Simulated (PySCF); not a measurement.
## Electron correlation in Ca (calcium, neutral)

[Ar] 4s2, closed-shell 1S. Computed with PySCF 2.14 in 6-31G*, with the non-relativistic Hamiltonian (point nucleus). Frozen: [Ar]; 2 electrons correlated.

Total MP2 correlation energy: -17.34 mhartree.

Same-spin part 0.00 and opposite-spin part -17.34 mhartree; SCS-MP2 scales them by 1/3 and 6/5 to -20.80 mhartree.

With two correlated electrons CCSD is exact within the correlated space (frozen core and kept virtual orbitals).

| level | correlation energy (mhartree) |
| --- | --- |
| CCSD | -26.49 |

Diagnostics: T1 = 0.011, D1 = 0.0160, largest double amplitude 0.119.

Cost of the coupled-cluster step: 0.07 s of wall time on 1 thread of Intel(R) Xeon(R) Platinum 8375C CPU @ 2.90GHz (shared host), for 2 correlated electrons.
